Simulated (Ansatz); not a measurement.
How methods differ on C2H5GeN (SMILES C1=[N][GeH2][CH2]1)

C2H5GeN has 9 atoms, charge 0, and is taken as a singlet. SMILES: `C1=[N][GeH2][CH2]1`. Geometry: relaxed at PBE0-D4/def2-TZVP.

Each level gives the vertical energy of the triplet above the singlet (eV). The values are calculated.

```json
{"level": "HF/def2-SVP", "kind": "Hartree–Fock", "program": "Ansatz", "value (eV)": "3.30", "CPU time (all runs)": "7.3 s"}
{"level": "SVWN5/def2-SVP", "kind": "LDA", "program": "Ansatz", "value (eV)": "4.07", "CPU time (all runs)": "7 s"}
{"level": "revPBE/def2-SVP", "kind": "GGA", "program": "Ansatz", "value (eV)": "3.95", "CPU time (all runs)": "12 s"}
{"level": "r2SCAN/def2-SVP", "kind": "meta-GGA", "program": "Ansatz", "value (eV)": "3.79", "CPU time (all runs)": "18 s"}
{"level": "B3LYP/def2-SVP", "kind": "global hybrid", "program": "Ansatz", "value (eV)": "3.96", "CPU time (all runs)": "14 s"}
{"level": "CAM-B3LYP/def2-SVP", "kind": "range-separated hybrid", "program": "Ansatz", "value (eV)": "3.95", "CPU time (all runs)": "16 s"}
{"level": "RPA@PBE/def2-SVP", "kind": "RPA", "program": "Ansatz", "value (eV)": "4.24", "CPU time (all runs)": "29 s"}
{"level": "RPA@PBE0/def2-SVP", "kind": "RPA", "program": "Ansatz", "value (eV)": "4.17", "CPU time (all runs)": "30 s"}
{"level": "CCSD/def2-SVP", "kind": "coupled cluster or CI", "program": "Ansatz", "value (eV)": "4.17", "CPU time (all runs)": "89 s"}
```

All-electron rows without a relativistic Hamiltonian named are non-relativistic. The values span 3.30 to 4.24 eV. In the correlated wave-function rows the outer d shell of Ge is correlated, in sets not made for it. CPU times are rough (shared hosts, several kinds of processor): they show what a rung costs within a factor of a few.
